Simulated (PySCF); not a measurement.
# `C[C@@H]1C[Si@H]([AsH][SiH3])O1`, C3H11AsOSi2

Geometry (Å), atoms numbered from 1 in this order:
```xyz
18

C    -2.5908    0.4439    0.7122
C    -1.9812    0.0481   -0.6168
C    -0.8919   -1.0199   -0.5213
Si    0.2224    0.3493   -1.2432
As    1.7688    1.3282    0.1633
Si    3.3482   -0.3691   -0.0241
O    -1.2306    1.1420   -1.1569
H    -1.7970    0.7321    1.4007
H    -3.2604    1.2904    0.5812
H    -3.1479   -0.3909    1.1313
H    -2.7651   -0.2077   -1.3368
H    -0.6987   -1.3321    0.5025
H    -1.0883   -1.8974   -1.1273
H     0.5608    0.0727   -2.6518
H     2.3804    2.1037   -0.9697
H     4.6455    0.0898    0.4939
H     2.9477   -1.5303    0.7830
H     3.5691   -0.8464   -1.3965
```

The calculation used TDDFT BHandHLYP/def2-SVPD circular dichroism and optical rotation, one conformer, gas phase (PySCF). Geometry: GFN2-xTB.

The molecule is flexible and this is one conformer; a measurement averages over conformers. The calculation is non-relativistic, which matters for the atoms heavier than Zn.

Draw the ECD and absorption spectra from the lowest 16 states, each a Gaussian of half-width 0.2 eV at 1/e height.


| E (eV) | λ (nm) | Δε (L mol⁻¹ cm⁻¹) | ε (L mol⁻¹ cm⁻¹) |
| --- | --- | --- | --- |
| 5.50 | 225 | 0.00 | 1.09 |
| 5.60 | 221 | -0.01 | 10.3 |
| 5.70 | 217 | -0.04 | 59.5 |
| 5.80 | 214 | -0.15 | 208 |
| 5.90 | 210 | -0.34 | 441 |
| 6.00 | 207 | -0.71 | 580 |
| 6.10 | 203 | -2.68 | 556 |
| 6.20 | 200 | -11.07 | 745 |
| 6.30 | 197 | -30.61 | 1570 |
| 6.40 | 194 | -51.98 | 2710 |
| 6.50 | 191 | -51.74 | 3690 |
| 6.60 | 188 | -17.19 | 6330 |
| 6.70 | 185 | +47.03 | 13800 |
| 6.80 | 182 | +114.88 | 24100 |
| 6.90 | 180 | +135.58 | 28700 |
| 7.00 | 177 | +96.06 | 24000 |
| 7.10 | 175 | +43.87 | 15100 |
| 7.20 | 172 | +12.58 | 8020 |
| 7.30 | 170 | -3.58 | 5970 |
| 7.40 | 168 | -14.99 | 9720 |
| 7.50 | 165 | -20.46 | 16000 |
| 7.60 | 163 | -16.28 | 19200 |
| 7.70 | 161 | -6.77 | 17300 |
| 7.80 | 159 | -1.13 | 13900 |
| 7.90 | 157 | -1.64 | 11500 |
| 8.00 | 155 | +2.72 | 9930 |

Δε uses R in velocity form, ε uses f in length form. Only the states computed contribute, so the short-wavelength end is incomplete.
